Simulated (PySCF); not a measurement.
# SMILES O[C@@H]1C(F)=C1CCl, C$_{4}$H$_{4}$ClFO

Cartesian coordinates in Å; atom numbers follow the order of the lines, from 1:
```xyz
11

O    -1.600    1.432    0.663
C    -0.923    0.792   -0.369
C    -0.988   -0.673   -0.585
F    -1.736   -1.703   -0.940
C     0.151   -0.252   -0.101
C     1.526   -0.498    0.334
Cl    2.659    0.074   -0.948
H    -1.729    0.833    1.407
H    -0.848    1.487   -1.198
H     1.768    0.071    1.232
H     1.724   -1.561    0.479
```

Computed, not measured: PySCF 2.14.0, GIAO B3LYP/pcSseg-1 magnetisability, rotational g tensor and spin-rotation constants, non-relativistic, gas phase. Geometry: GFN2-xTB.

(1) What are the magnetisability and the molar susceptibility?

(2) Split it along the inertial axes a, b, c into diamagnetic and paramagnetic parts about the centre of mass, with the quadrupole moment.

(3) And the rotational g tensor?

## Answers

(1) Isotropic -1093 × 10⁻³⁰ J/T², or -65.8 × 10⁻⁶ cm³/mol; principal values -1256, -1045, -978 × 10⁻³⁰ J/T², anisotropy 251 × 10⁻³⁰ J/T² (root of half the summed squared differences of the principal values). The susceptibility is in cgs units.

(2) 
| axis | χ (10⁻⁶ cm³/mol) | diamagnetic (10⁻⁶ cm³/mol) | paramagnetic (10⁻⁶ cm³/mol) | summed x² of all electrons (Å²) | quadrupole Θ (D Å) |
| --- | --- | --- | --- | --- | --- |
| a | -68.1 | -428.1 | 360.0 | 211.7 | -5.65 |
| b | -61.4 | -1009.3 | 947.9 | 74.7 | -4.12 |
| c | -68.0 | -1215.0 | 1147.0 | 26.2 | +9.77 |

Anisotropies 2χaa − χbb − χcc = -6.9 and 2χbb − χaa − χcc = +13.4 × 10⁻⁶ cm³/mol. Θ is traceless in Buckingham's convention.

(3) 
| axis | rotational constant (GHz) | g | nuclear part | electronic part |
| --- | --- | --- | --- | --- |
| a | 3.3125 | -0.0224 | 0.5378 | -0.5602 |
| b | 1.1774 | -0.0122 | 0.5121 | -0.5243 |
| c | 0.9570 | -0.0106 | 0.5051 | -0.5157 |

Asymmetric top; isotopes 12C, 35Cl, 19F, 1H, 16O; no vibrational averaging.
